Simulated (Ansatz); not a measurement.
Consider the ligand exchange at the Si–Cl bond: `C[SiH2]Cl` + `[SiH3][TeH]` → `C[SiH2][Te][SiH3]` + HCl.

Program: Ansatz. Geometries: PBE0-D4/def2-TZVP. ΔE: electronic, gas phase. CCSD(T)/CBS adds triple-zeta CCSD(T) − MP2 to the extrapolated MP2 energy (def2 sets, frozen cores). This one scheme is used for every species. DFT in def2-TZVPP. B3LYP here is the variant with VWN-RPA as its local correlation; programs differ in this. HSE06 is defined as in plane-wave codes. Elements past krypton have def2 core potentials. For Te outer-core shells are correlated without core-valence functions, which leaves a few kJ/mol of doubt a bond. Each species was taken in one conformer, which may not be the lowest.

(1) Is it downhill or uphill in electronic energy at CCSD(T)/CBS, and by how much? (An estimate is asked.)

(2) What do these levels give: r2SCAN-D4, B3LYP-D4, r2SCANh-D4, r2SCAN0-D4, HSE06-D4, CAM-B3LYP-D4, PBE0, B3LYP, CCSD(T)/def2-SVP, HF/def2-TZVPP, CCSD(T)/def2-TZVPP, CCSD/CBS(def2)? (Best estimate.)

(3) What do rigid-rotor, harmonic-oscillator terms from PBE0-D4/def2-TZVP frequencies (298.15 K, 1 bar) make of the CCSD(T)/CBS value? (An estimate is asked.)

Largest T1 diagnostic among the species: 0.011.

Answers

(1) Ansatz gave: Uphill: ΔE = +7.1 kcal/mol.

(2) The calculation gave: r2SCAN-D4 8.3, B3LYP-D4 8.2, r2SCANh-D4 8.2, r2SCAN0-D4 8.1, HSE06-D4 6.6, CAM-B3LYP-D4 9.6, PBE0 8.2, B3LYP 10.9, CCSD(T)/def2-SVP 7.7, HF/def2-TZVPP 12.9, CCSD(T)/def2-TZVPP 7.8, CCSD/CBS(def2) 8.0 kcal/mol.

(3) Ansatz gave: ΔZPE = -0.2 kcal/mol, ΔH = +7.8 kcal/mol, ΔS = -6 J/(mol·K), ΔG = +8.2 kcal/mol. Modes under 50 cm⁻¹ make the entropy rough.

Leaving LDA and LC-ωPBE aside and taking each functional with its dispersion term where it has one, the values, not all of them listed here, spread over 4.5 kcal/mol, from revPBE-D4 to B97M-V. LDA lies −0.9 kcal/mol from PBE without D4. The D4 term adds −2.7 kcal/mol with B3LYP and −1.6 kcal/mol with PBE0; it sums over pairs of atoms, weighted by their polarisabilities, and B3LYP, whose exchange is more repulsive, gets the larger term. In def2-TZVPP, CCSD(T) changes the Hartree–Fock value by −5.2 kcal/mol (the triples alone add −0.9 kcal/mol) and MP2 by −6.4 kcal/mol.
